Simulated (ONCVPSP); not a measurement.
**Logarithmic derivatives: B, ONCV**

```
Element                 : B (Z = 5)
Generator               : ONCVPSP 4.0.1
Type                    : optimised norm-conserving Vanderbilt (ONCV)
Functional              : LDA (Perdew-Zunger)
Relativity              : scalar-relativistic
Frozen core             : [He]
Valence charge          : 3
Reference configuration : 2s2 2p1
Partial waves           : 2s: rc 1.60 bohr, ncon 4, nbas 6, qcut 3.9 1/bohr, local; 2p: rc 2.85 bohr, ncon 4, nbas 7, qcut 4.2 1/bohr, 2 projectors, debl 3.1 Ha; d scattering state at 0.2 Ha: rc 2.80 bohr, ncon 4, nbas 7, qcut 3.3 1/bohr, 2 projectors, debl 1.7 Ha
Local potential         : the s channel
Core correction         : Teter function, fcfact 4, rcfact 1.15
```

The phase is arctan(r·R′/R) of the radial function R(r), unwrapped; energies in Ha, scanned from -2 to 5 Ha. A pole is an energy at which the radial function vanishes at the test radius. The pseudo phase is shifted by a multiple of π to meet the all-electron one at the reference energy, and phase errors are pseudo minus all-electron; the curves can meet again beyond the range given. Levels narrower than the energy grid can be missing from the lists of poles.

```csv
channel,radius (bohr),reference energy (Ha),"poles, all-electron","poles, pseudo",unbroken range about the reference energy with phases within 0.05 rad,phase error 1 Ha above the reference energy (rad)
s,1.63,-0.35,1.52,1.39,below 2.1,-0.008
p,2.89,-0.14,"0.07, 1.95","0.08, 2.02",below 0.4,+0.282
d,2.84,0.20,"1.30, 3.96","1.30, 4.02",the whole range,+0.000
```

Phases in the d channel:

```csv
E (Ha),all-electron,pseudo
-1.98,1.367,1.367
-1.62,1.344,1.344
-1.26,1.311,1.311
-0.90,1.262,1.262
-0.54,1.175,1.175
-0.18,0.983,0.983
0.18,0.315,0.315
0.54,-0.977,-0.977
0.90,-1.391,-1.391
1.26,-1.557,-1.557
1.62,-1.689,-1.689
1.98,-1.922,-1.922
2.34,-3.264,-3.261
2.70,-4.371,-4.369
3.06,-4.558,-4.556
3.42,-4.638,-4.635
3.78,-4.690,-4.685
4.14,-4.733,-4.726
4.50,-4.780,-4.766
4.86,-4.846,-4.814
```
